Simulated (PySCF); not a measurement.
**InO⁻: energy against distance**

Set-up: basis In aug-cc-pVDZ-PP with ECP28, O aug-cc-pVDZ; scalar-relativistic core potentials; PySCF 2.14. Energies in eV from In + O⁻ in their ground configurations at the same level. State: ¹Σ⁺ (singlet), closed shell.

```csv
R (Å),PBEsol,BLYP
1.669,-3.413,-2.623
1.747,-4.181,-3.464
1.825,-4.606,-3.955
1.883,-4.764,-4.157
1.941,-4.819,-4.254
1.999,-4.797,-4.271
2.077,-4.682,-4.202
2.174,-4.447,-4.019
2.290,-4.089,-3.716
2.446,-3.565,-3.255
```

Q: Put a parabola through the three lowest points of the PBEsol curve and estimate Re, k and ωe (reduced mass 14.04 u; 1 eV/Å² = 0.16022 mdyn/Å; ωe = 1302.8·√(k/μ) cm⁻¹).

A: Through R = 1.883, 1.941, 1.999 Å the second-order coefficient is 11.4 eV/Å², so Re ≈ 1.953 Å, k ≈ 3.67 mdyn/Å and ωe ≈ 666 cm⁻¹. A polynomial fit of higher order to the unrounded PBEsol energies gives Re = 1.951 Å, k = 3.43 mdyn/Å, ωe = 644 cm⁻¹; anharmonicity and rounding make the difference.

The higher-order fit for each curve: PBEsol: Re = 1.951 Å, ωe = 644 cm⁻¹, De = 4.82 eV; BLYP: Re = 1.984 Å, ωe = 607 cm⁻¹, De = 4.27 eV.

These are scalar-relativistic numbers at best; spin–orbit coupling would shift them, the dissociation energy most. For an ion De counts to the pair picked by the measured ionisation energies or electron affinities, which need not be the lowest pair at this level. The highest Kohn–Sham level is positive in this anion. Much of that is self-interaction error, but it also means that the finite basis helps to hold the extra electron.
